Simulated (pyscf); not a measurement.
## `[NH2][SiH2][O][SiH2][OH]`, singlet

Gas-phase minimum from PySCF at ωB97X-D3(BJ)/def2-SVP, one conformer. 

SMILES: N[SiH2]O[SiH2]O
```xyz
12

N     -0.3671    -1.4718    -1.2171
Si     0.8579    -0.2803    -1.6107
O      0.4935     1.1384    -0.8420
Si    -0.9573     1.8307    -0.3837
O     -2.0100     0.6255     0.0385
H     -0.2291    -2.0545    -0.3945
H     -0.7279    -2.0399    -1.9793
H      0.8032    -0.1203    -3.0899
H      2.2148    -0.6904    -1.1645
H     -0.7192     2.7111     0.7859
H     -1.4609     2.6315    -1.5356
H     -1.7823    -0.2182    -0.3930
```

Bond lengths (Å): N1–Si2 1.754, N1–H6 1.018, N1–H7 1.017, Si2–O3 1.654, Si2–H8 1.489, Si2–H9 1.486, O3–Si4 1.672, Si4–O5 1.655, Si4–H10 1.483, Si4–H11 1.491, O5–H12 0.975. Bond angles (°): Si2–N1–H6 118.4, Si2–N1–H7 117.3, H6–N1–H7 109.5, N1–Si2–O3 108.9, N1–Si2–H8 105.7, N1–Si2–H9 112.5, O3–Si2–H8 111.2, O3–Si2–H9 107.4, H8–Si2–H9 111.2, Si2–O3–Si4 132.4, O3–Si4–O5 108.7, O3–Si4–H10 108.8, O3–Si4–H11 107.7, O5–Si4–H10 109.5 (the first ones only).

Properties at ωB97X-D3(BJ)/def2-SVP:

| Quantity | Result |
|---|---|
| Harmonic wavenumbers, unscaled | 38, 72, 171, 187, 288, 402, 528, 586, 638, 642, 716, 751, 783, 808, 886, 907, 932, 975, 1002, 1020, 1055, 1071, 1562, 2255, 2271, 2283, 2302, 3592, 3683, 3702 cm⁻¹ |
| Zero-point energy | 51.6 kcal/mol |
| Rotational symmetry number | 1 |
| Entropy of this conformer at 298 K and 1 atm, rigid rotor and harmonic oscillator, modes under 100 cm⁻¹ raised to 100 | 355.2 J/(mol K) |
| Dipole moment | 3.24 D |

Single-point totals, which compare only within one level:

| level | total energy (hartree) |
|---|---|
| ωB97X-D3(BJ)/def2-TZVP | -788.78114 |
| PBE/def2-TZVP | -788.14066 |
| r²SCAN/def2-TZVP | -788.52528 |
| B3LYP-D3(BJ)/def2-TZVP | -788.74827 |
| PBE0-D3(BJ)/def2-TZVP | -788.21525 |
| M06-2X/def2-TZVP | -788.56386 |
| ωB97M-D3(BJ)/def2-TZVP | -788.81656 |

The lowest mode is so soft that the shape along it may change with the basis. Soft torsions are taken as harmonic, which can shift the entropy by several J/(mol K).
